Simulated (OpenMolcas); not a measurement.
Fe2+ among 2 point charges of -2.5 e arranged as a linear pair (D∞h), 1.91 Å from the ion.

- Program: OpenMolcas 26.06
- Method: CASSCF
- Basis: ANO-RCC-VDZP [5s4p2d1f]
- Scalar Hamiltonian: DKH2, point nucleus
- Active space: 6 electrons in 5 orbitals (3d)
- State averaging: 2S+1 = 5 even, 5 roots; 2S+1 = 3 even, 45 roots; 2S+1 = 1 even, 50 roots
- Spin-orbit coupling: state interaction with AMFI integrals over the reference wave functions

What is the spin-free ground state (labels by Λ)?

5Δ, 2-fold in its orbital part, 100 % from free-ion D terms; it has the highest spin that d6 allows.

Where is the first state of the same spin?

5Σ at 13000 cm-1 above the ground state.

What are the lowest two levels with spin-orbit coupling?

A 2-fold level with g = 0.00, 0.00, 12.01, then a 2-fold level 206.3 cm-1 above it. Their leading multiplicities are 5 (100 %) and 5 (100 %).

What is χT at 300 K, and how does it compare with the textbook value?

The lowest level has 2S+1 = 5, for which the spin-only value is χT = S(S+1) / 2 = 3.000 cm3 K/mol (g = 2). The computed 4.863 at 300 K differs by +1.863, through orbital momentum, spin-orbit coupling and any other state in reach.

Without dynamic correlation the repulsion within the d shell is too large (B by tens of per cent), so at a given field states of lower spin stand too high. Point charges carry no covalency, so the field is a model and not that of real ligands. No measured value stands beside these numbers.

With an even number of electrons the g values are those of a degenerate or nearly degenerate non-Kramers pair.
